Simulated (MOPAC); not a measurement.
MOPAC input (PM3):

```
PM3 PRECISE GNORM=0.05 LET XYZ GEO-OK AUX(PRECISION=9) THREADS=1
H2Be

Be    0.00000000 1    0.00000000 1    0.00000000 1
H     0.00000000 1    0.00000000 1    1.33008694 1
H    -0.00000000 1   -0.00000000 1   -1.33008694 1
```

From the last part of the output:

```
                                                       MOPAC v23.2.5 Linux

          FINAL HEAT OF FORMATION =         50.29054 KCAL/MOL =     210.41561 KJ/MOL

          COSMO AREA              =         62.43 SQUARE ANGSTROMS
          COSMO VOLUME            =         45.75 CUBIC ANGSTROMS

          GRADIENT NORM           =          0.00482          =       0.00278 PER ATOM
          IONIZATION POTENTIAL    =         10.659988 EV
          HOMO LUMO ENERGIES (EV) =        -10.660  2.561
          NO. OF FILLED LEVELS    =          2
          MOLECULAR WEIGHT        =         11.0280         POINT GROUP:  D*h

          MOLECULAR DIMENSIONS (Angstroms)

            Atom       Atom       Distance
            H     3    H     2     2.59080
            H     3    H     2     0.00000
           Be     1    H     2     0.00000

          SCF CALCULATIONS        =          5

   ATOM   CHEMICAL          X               Y               Z
  NUMBER   SYMBOL      (ANGSTROMS)     (ANGSTROMS)     (ANGSTROMS)

     1      Be          0.00000000  *   0.00000000  *   0.00000000  *
     2       H         -0.00000000  *  -0.00000000  *   1.29539961  *
     3       H          0.00000000  *  -0.00000000  *  -1.29539961  *

                             CARTESIAN COORDINATES

   1   Be        0.000000000     0.000000000     0.000000000
   2    H       -0.000000000    -0.000000000     1.295399607
   3    H        0.000000000    -0.000000000    -1.295399607

           Empirical Formula: H2 Be  =     3 atoms

      MOLECULAR POINT GROUP   :   D*h

                  EIGENVALUES
 -14.68421 -10.65999   2.56059   3.87982   3.87982   4.71684

              NET ATOMIC CHARGES AND DIPOLE CONTRIBUTIONS

  ATOM NO.   TYPE          CHARGE      No. of ELECS.   s-Pop       p-Pop
    1         Be           0.458579        1.5414     0.95094     0.59048
    2          H          -0.229289        1.2293     1.22929
    3          H          -0.229289        1.2293     1.22929
 DIPOLE           X         Y         Z       TOTAL
 POINT-CHG.     0.000     0.000     0.000     0.000
 HYBRID         0.000     0.000     0.000     0.000
 SUM            0.000     0.000     0.000     0.000

          ATOMIC ORBITAL ELECTRON POPULATIONS

     Atom    s        px        py        pz
    1 Be   0.95094   0.00000   0.00000   0.59048
    2  H   1.22929
    3  H   1.22929

 **********************
 *                    *
 * JOB ENDED NORMALLY *
 *                    *
 **********************

 == MOPAC DONE ==
```
